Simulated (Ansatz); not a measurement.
Reaction (ligand exchange at the In–Br bond): `[Br][In]([Br])[Br]` + H–F → `[F][In]([Br])[Br]` + HBr

Calculated with Ansatz (gas phase, PBE0-D4/def2-TZVP geometries, no zero-point term in ΔE). CCSD(T)/CBS is the MP2 limit (def2-TZVPP, def2-QZVPP) plus CCSD(T) − MP2 in def2-TZVPP, frozen cores. This one scheme is used for every species. Functionals use def2-TZVPP. HSE06 is defined as in plane-wave codes. Elements past krypton have def2 core potentials. For Br, In outer-core shells are correlated without core-valence functions, which leaves a few kJ/mol of doubt a bond. Scalar relativity is left out up to krypton.

```json
{"level": "LDA (SPW92)", "ΔE (kcal/mol)": "18.4", "difference from CCSD(T)/CBS": "-1.7"}
{"level": "HSE06-D4", "ΔE (kcal/mol)": "20.4", "difference from CCSD(T)/CBS": "0.3"}
{"level": "CAM-B3LYP-D4", "ΔE (kcal/mol)": "16.9", "difference from CCSD(T)/CBS": "-3.2"}
{"level": "ωB97X-V", "ΔE (kcal/mol)": "17.3", "difference from CCSD(T)/CBS": "-2.8"}
{"level": "B2PLYP", "ΔE (kcal/mol)": "17.9", "difference from CCSD(T)/CBS": "-2.2"}
{"level": "CAM-B3LYP", "ΔE (kcal/mol)": "16.0", "difference from CCSD(T)/CBS": "-4.1"}
{"level": "RPA@PBE/def2-TZVPP", "ΔE (kcal/mol)": "17.5", "difference from CCSD(T)/CBS": "-2.6"}
{"level": "HF/def2-SVP", "ΔE (kcal/mol)": "19.2", "difference from CCSD(T)/CBS": "-0.9"}
{"level": "HF/def2-QZVPP", "ΔE (kcal/mol)": "19.6", "difference from CCSD(T)/CBS": "-0.5"}
{"level": "MP2/CBS(def2)", "ΔE (kcal/mol)": "22.0", "difference from CCSD(T)/CBS": "1.9"}
{"level": "CCSD(T)/CBS", "ΔE (kcal/mol)": "20.1", "difference from CCSD(T)/CBS": "0"}
```

Task: What do rigid-rotor, harmonic-oscillator terms from PBE0-D4/def2-TZVP frequencies (298.15 K, 1 bar) make of the CCSD(T)/CBS value? (An estimate is asked.)

Result: Ansatz gave: ΔZPE = -1.5 kcal/mol, ΔH = +18.3 kcal/mol, ΔS = 12 J/(mol·K), ΔG = +17.4 kcal/mol.

Largest T1 diagnostic among the species: 0.012.

Leaving LDA and LC-ωPBE aside and taking each functional with its dispersion term where it has one, the values, not all of them listed here, spread over 5.1 kcal/mol, from BLYP-D4 to PBE-QIDH. LDA lies +1.6 kcal/mol from PBE without D4. At CCSD(T), def2-SVP lies −3.5 kcal/mol from the extrapolated value and def2-TZVPP −0.7 kcal/mol.
